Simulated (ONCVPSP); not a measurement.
# tin: one change to an ONCV potential, before and after

```
Element                 : tin
Generator               : ONCVPSP 4.0.1
Type                    : optimised norm-conserving Vanderbilt (ONCV)
Functional              : PW91
Relativity              : scalar-relativistic
Frozen core             : [Kr] 4d10
Valence charge          : 4
Reference configuration : 5s2 5p1.5 (charge +0.5)
Partial waves           : 5s: rc 2.15 bohr, ncon 4, nbas 8, qcut 2.9 1/bohr, 2 projectors, debl 3.9 Ha; 5p: rc 2.75 bohr, ncon 4, nbas 7, qcut 2.9 1/bohr, 1 projector; d scattering state at 0.06 Ha: rc 2.90 bohr, ncon 4, nbas 7, qcut 2.8 1/bohr, 2 projectors, debl 1.9 Ha
Local potential         : polynomial inside 1.85 bohr (lpopt 5, dvloc0 0 Ha)
Core correction         : none
```

Change: core correction Teter function, fcfact 5, rcfact 1.3.

Cutoffs: the cutoffs (Ha) at which the residual kinetic energy of the hardest occupied pseudo-wave falls to 1 and 0.1 mHa per electron; they do not see the model core or the augmentation charge, which bear on the density cutoff. Errors are all-electron minus pseudo energies relative to the spin-unpolarised reference configuration.

Task: How do hardness, ghosts and transferability respond?

Result: The potential gets neither clearly harder nor softer (17 Ha and 35 Ha → 17 Ha and 35 Ha); of the 4 tests that both files solve, the error grows in 2 and shrinks in 2 by more than 15 % and 0.3 meV (median size 5.0 → 1.9 meV); neither file shows a bound ghost. A model core, the more so a compact one, raises the density cutoff, which this test does not measure.

```csv
quantity,base,changed
"cutoff, loose",17 Ha,17 Ha
"cutoff, tight",35 Ha,35 Ha
bound ghosts,none,none
GHOST(+) flags under 300 eV,s at 86.2 eV,s at 86.2 eV
"error for 5s2 5p2, meV [ΔE -2.64 eV]",+1.5,+0.5
"error for 5s2 5p1, meV [ΔE 4.29 eV]",-0.2,-3.3
"error for 5s2 5p0, meV [ΔE 18.32 eV]",+8.5,-65
"error for 5s1 5p3, meV [ΔE 4.36 eV]",+20,+0.5
s: phases at 2.18 bohr within 0.05 rad from the reference energy up to (Ha; the scan ends near 5),3.1,3.1
p: phases at 2.79 bohr within 0.05 rad from the reference energy up to (Ha; the scan ends near 5),0.5,0.5
d: phases at 2.94 bohr within 0.05 rad from the reference energy up to (Ha; the scan ends near 5),2.3,2.3
```
